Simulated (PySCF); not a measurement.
# The 9-electron isoelectronic series, non-relativistic

All values are computed (PySCF 2.14, energy differences of UHF-based or UKS calculations, no spin-orbit coupling). Each ion has its own even-tempered basis scaled to its charge (17s10p6d5f4g for the first); frozen: nothing. Ionisation energies in eV.

```tsv
ion	configuration	UHF	LDA	PBE	PBE0	r2SCAN	MP2 (all electrons)	NIST (with spin-orbit, Breit and QED)
Nd⁵¹⁺	[He] 2s2 2p5 (2P)	9936.3	9932.3	9935.5	9936.2	9939.7	9938.0	10002 ± 4 (t)
Sm⁵³⁺	[He] 2s2 2p5 (2P)	10686.1	10681.8	10685.2	10685.9	10689.5	10687.8	10762 ± 5 (t)
Gd⁵⁵⁺	[He] 2s2 2p5 (2P)	11463.1	11458.5	11462.1	11462.8	11466.6	11464.8	11552 ± 5 (t)
Dy⁵⁷⁺	[He] 2s2 2p5 (2P)	12267.4	12262.4	12266.2	12266.9	12270.8	12269.0	12370 ± 6 (t)
Er⁵⁹⁺	[He] 2s2 2p5 (2P)	13098.8	13093.5	13097.5	13098.3	13102.3	13100.4	13217 ± 7 (t)
Yb⁶¹⁺	[He] 2s2 2p5 (2P)	13957.4	13951.9	13956.0	13956.8	13961.0	13959.1	14093 ± 12 (t)
Hf⁶³⁺	[He] 2s2 2p5 (2P)	14843.3	14837.4	14841.7	14842.6	14846.9	14844.9	14999 ± 19 (t)
W⁶⁵⁺	[He] 2s2 2p5 (2P)	15756.3	15750.2	15754.7	15755.6	15760.0	15758.0	15896 ± 11 (s)
Os⁶⁷⁺	[He] 2s2 2p5 (2P)	16696.6	16690.2	16694.8	16695.8	16700.3	16698.3	16900 ± 40 (t)
Pt⁶⁹⁺	[He] 2s2 2p5 (2P)	17664.1	17657.4	17662.2	17663.2	17667.9	17665.7	17890 ± 50 (t)
```

Each ion has its own basis, which adds noise of up to about 0.1 % along the series.

NIST values marked (s) are semi-empirical, (t) theoretical. Open shells are high-spin determinants of the terms that Hund's rules give.

All relativistic terms are absent from the calculated values; where these lie close to NIST, scalar and spin-orbit shifts of opposite sign can cancel.
